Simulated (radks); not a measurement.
All-electron atom: Cr XV in [Ne] (the NIST ground configuration).

All-electron calculation, scalar-relativistic Kohn-Sham, r2SCAN, spin-polarised, spherical densities, finite nucleus; meta-GGA in the generalised Kohn-Sham scheme; Fermi nuclear charge, rms radius 3.6452 fm. Program: a radial shooting solver on a logarithmic mesh with Libxc functionals.

Energy parts (hartree):
part                       energy
total                  -963.93857
kinetic                 974.82653
electron-nucleus      -2118.27163
Hartree                 216.97437
exchange-correlation    -37.46784

Orbitals (lengths in bohr, moments of r in powers of bohr; r(max) is where P^2 peaks; r(90%) holds 90 % of the orbital's charge):
1s: occ. 2; eigenvalue (hartree) -232.8927; r(max) 0.04160; <r^2> 0.005426; r(90%) 0.113
2s: occ. 2; eigenvalue (hartree) -39.80162; r(max) 0.2415; <r^2> 0.09753; r(90%) 0.445
2p: occ. 6; eigenvalue (hartree) -35.91346; r(max) 0.1958; <r^2> 0.07907; r(90%) 0.415

The highest occupied level is 2p at -977.26 eV. The electron density at the nucleus is 1.14e+04 e/bohr^3 (large components only).
